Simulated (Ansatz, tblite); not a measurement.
Cost and result up the ladder for the cluster VS2 (the lowest doublet isomer of a short search) (3 atoms). The state is a doublet with charge 0. Geometry: PBE0-D4/def2-TZVP.

```tsv
atom	x (Å)	y (Å)	z (Å)
V1	0.6693	-0.0147	-0.3206
S2	-0.4218	-1.6773	0.0559
S3	-0.2475	1.6920	0.2647
```

Ansatz on 4 threads of Intel Xeon Platinum 8259CL on a shared host; xTB runs through tblite on one thread. Times are rough, summed over both states, and most runs start from the orbitals of an earlier one. RPA@PBE/def2-TZVP serves as the yardstick here, not as an exact answer. The other state is a quartet at its own geometry.

The xTB rows come from tblite. Correlated methods freeze 15 core orbitals; core or outer-core shells of V are correlated, in sets that lack core-valence functions. The structure comes from a short search, and lower isomers may exist.

Run but left out: HF/STO-3G, HF/def2-TZVP, LC-ωPBE/def2-TZVP, MP2/def2-TZVP (doublet: ⟨S²⟩ 1.07 to 2.45, where a pure state has 0.75); HF/def2-TZVPP, MP2/def2-TZVPP, CCSD/def2-TZVPP, CCSD(T)/def2-TZVPP (flagged by the program: large difference).

Correlated methods converge slowly with the basis.

xTB has no spin-polarisation term.

| level | functions | wall time | quartet − doublet (eV) | difference from RPA@PBE/def2-TZVP (eV) | remarks |
| --- | --- | --- | --- | --- | --- |
| GFN1-xTB | 27 | 0.015 s | 1.38 | 0.24 | – |
| GFN2-xTB | 27 | 0.016 s | 1.09 | -0.05 | – |
| RPA@PBE/def2-TZVP | 119 | 6.8 s | 1.14 | 0.00 | – |
| revPBE-D4/def2-TZVP (with forces) | 119 | 6.9 s | 1.16 | 0.02 | – |
| PBE-D4/def2-TZVP | 119 | 7.2 s | 1.20 | 0.06 | – |
| r2SCAN-D4/def2-TZVP | 119 | 15 s | 1.04 | -0.10 | spin-contaminated (⟨S²⟩ 0.85) (doublet) |
| CAM-B3LYP-D4/def2-TZVP | 119 | 17 s | 0.81 | -0.32 | spin-contaminated (⟨S²⟩ 0.91) (doublet) |
| B97M-V/def2-TZVP | 119 | 25 s | 1.03 | -0.11 | spin-contaminated (⟨S²⟩ 0.84) (doublet) |
| r2SCANh-D4/def2-TZVP | 119 | 26 s | 0.92 | -0.22 | spin-contaminated (⟨S²⟩ 0.90) (doublet) |
| PBE0-D4/def2-TZVP | 119 | 27 s | 0.86 | -0.27 | spin-contaminated (⟨S²⟩ 0.91) (doublet) |
